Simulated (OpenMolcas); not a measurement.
**Ne5+: the spin-orbit constant, worked from levels**

| Item | Value |
| --- | --- |
| Program | OpenMolcas |
| Basis | ANO-RCC-VTZP [4s3p2d1f] |
| Scalar Hamiltonian | DKH2, point nucleus |
| Active space | 3 electrons in 8 orbitals (2s 2p 3s 3p) |
| State averaging | 2S+1 = 4 odd, 1 root; 2S+1 = 2 odd, 3 roots; 2S+1 = 4 even, 3 roots; 2S+1 = 2 even, 9 roots |
| Spin-orbit coupling | state interaction with AMFI integrals over the reference wave functions, term energies averaged over their components |

Methods: CASSCF; SS-CASPT2, IPEA 0.25 Eh, imaginary shift 0.1 Eh (closed shells correlated: 1s). Measured levels: NIST levels in Podobedova, Fuhr, Reader and Wiese, J. Phys. Chem. Ref. Data 33, 525 (2004).

**The spin-orbit constant.** For the Hund term 2P* of p1, E(J) = (A/2) J(J+1) + constant and ζ = 2S·A = A. From J = 1/2 to J = 3/2 the energy changes by 1.5 A.

```json
{"Source": "CASSCF", "E(3/2) - E(1/2)": "1292.2", "A": "861.5", "ζ": "861"}
{"Source": "SS-CASPT2", "E(3/2) - E(1/2)": "1292.2", "A": "861.5", "ζ": "861"}
{"Source": "measured", "E(3/2) - E(1/2)": "1310.0", "A": "873.3", "ζ": "873"}
```

All in cm-1. SS-CASPT2 is off by -1.4 % and CASSCF by -1.4 %. Both methods take the spin-orbit matrix elements from the reference wave functions, so the second can move ζ only through the term energies and any multistate remixing.

Active for correlation alone: 3p 3s; no level in the range computed is led by a configuration that fills them, so any true level of that kind is missing. Measured partners are found by configuration, term and J. A level has none where our copy of the source lacks it or the pairing is in doubt (some pairs that miss far off the trend of their configuration count as doubtful), and it then counts in no deviation. Levels of configurations outside the active space are missing.

* marks odd parity.
